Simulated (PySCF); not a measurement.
## An isoelectronic set: 65 electrons

r²SCAN in PySCF with def2-TZVPPD on every atom (core potentials on Sb), for the lowest determinant that a PBE0 search found; no spin–orbit coupling. All have 65 electrons, 9 of them in the valence shells, and the same state, a doublet (π ↑). For ions De leads to the atom and ion picked by measured ionisation energies and electron affinities.

| species | difference of nuclear charges | Re (Å) | ωe (cm⁻¹) | k (mdyn/Å) | De (eV) | dissociates to |
| --- | --- | --- | --- | --- | --- | --- |
| Ge₂⁻ | 0 | 2.284 | 325 | 2.30 | 3.81 | Ge + Ge⁻ |
| GeAs | 1 | 2.246 | 355 | 2.77 | 3.22 | Ge + As |
| SiSb | 37 | 2.384 | 420 | 2.37 | 2.87 | Si + Sb |
| GeSe⁺ | 2 | 2.295 | 325 | 2.39 | 3.72 | Ge⁺ + Se |

Task: Which member of the whole set has the stiffest bond, and how does it compare with the softest?

Result: GeAs with k = 2.77 mdyn/Å, 1.2 times that of Ge₂⁻.

Spin–orbit coupling is left out, which matters for elements this heavy, above all for dissociation energies. For an ion De counts to the pair picked by the measured ionisation energies or electron affinities, which need not be the lowest pair at this level. The highest Kohn–Sham level is positive in this anion. Much of that is self-interaction error, but it also means that the finite basis helps to hold the extra electron. States were picked by a PBE0 search and need not be the measured ground states.
